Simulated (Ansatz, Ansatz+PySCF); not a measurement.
```xyz
5

O     0.0622   -0.0447    0.0885
O    -0.8124    0.7706    0.1310
O     3.4513    0.2467    0.1799
H     3.4786    0.5642    1.0361
H     4.2846    0.5064   -0.2266
```

Basis set: def2-SVP (spherical functions). Left uncorrelated: 3 orbitals. Charge 0, multiplicity 3.

Computed with Ansatz (development build ahead of 0.2.0); each method stands on the lowest determinant of its kind that the runs found.

The atomization energy at this shape (free ground-state atoms in the same class of orbitals less the molecule, no zero-point energy) of triplet H₂O₃:

```tsv
method	atomization energy
UHF-MP2	14.44 eV
```

Question: What does UHF give?

Answer: 7.98 eV. Caution for UHF-MP2: MP2 forces lie far from those of the mean fields.
